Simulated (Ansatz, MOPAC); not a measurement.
Molecule: HSeCl2, net charge 1, singlet state. SMILES: Cl[SeH+]Cl

Atoms: Se1, Cl2, Cl3, H4. Bonds: Se1-Cl2, Se1-Cl3, Se1-H4.

Bond lengths (Å) and angles (degrees) optimised at MNDO with MOPAC; HF/STO-3G with Ansatz (a first-principles code); HF/6-31G* with LANL2DZ past Ar with Ansatz, each started from the B3LYP-D3(BJ)/def2-TZVP structure (Ansatz) of the last column. A row stands for all coordinates that are equal there. 6-31G* holds six Cartesian d functions. No wavenumbers were computed at MNDO, HF/STO-3G, so these may be saddle points.

| coordinate | MNDO | HF/STO-3G | HF/6-31G* with LANL2DZ past Ar | B3LYP-D3(BJ)/def2-TZVP |
|---|---|---|---|---|
| Se1-Cl2 | 2.110 | 2.202 | 2.170 | 2.126 |
| Se1-H4 | 1.318 | 1.487 | 1.468 | 1.494 |
| Cl2-Se1-Cl3 | 109.2 | 100.6 | 102.2 | 104.6 |
| Cl2-Se1-H4 | 101.4 | 96.6 | 97.4 | 95.4 |

Mean signed difference of all 3 bond lengths from B3LYP-D3(BJ)/def2-TZVP: MNDO -0.069 Å, HF/STO-3G 0.048 Å, HF/6-31G* with LANL2DZ past Ar 0.020 Å.
